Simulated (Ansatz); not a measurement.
`C=[C](O)[AlH2]` + SiH₄ → `C=C(O)[SiH3]` + `[AlH3]`  (formal exchange of groups at a C–Al bond)

Computed with Ansatz on PBE0-D4/def2-TZVP structures; ΔE is electronic, products minus reactants. CBS: MP2 limit from def2 TZ/QZ plus the TZ coupled-cluster correction, frozen cores. This one scheme is used for every species. Functionals use def2-TZVPP. One conformer a species, not always the lowest.

```csv
species,r2SCAN0-D4 energy (Eh)
`C=[C](O)[AlH2]`,-396.75750
SiH₄,-291.85203
`C=C(O)[SiH3]`,-444.43771
`[AlH3]`,-244.16450
```

Work out ΔE.

ΔE = (-444.43771) + (-244.16450) − (-396.75750) − (-291.85203) = 0.00732 Eh = +0.20 eV. CCSD(T)/CBS gives +0.19 eV.

Largest T1 diagnostic among the species: 0.013.

From BLYP to BHLYP (50 % exact exchange), in def2-TZVPP and without D4, ΔE moves by −0.04 eV. Leaving LDA and LC-ωPBE aside and taking each functional with its dispersion term where it has one, the values, not all of them listed here, spread over 0.09 eV, from B97M-V to B2PLYP.
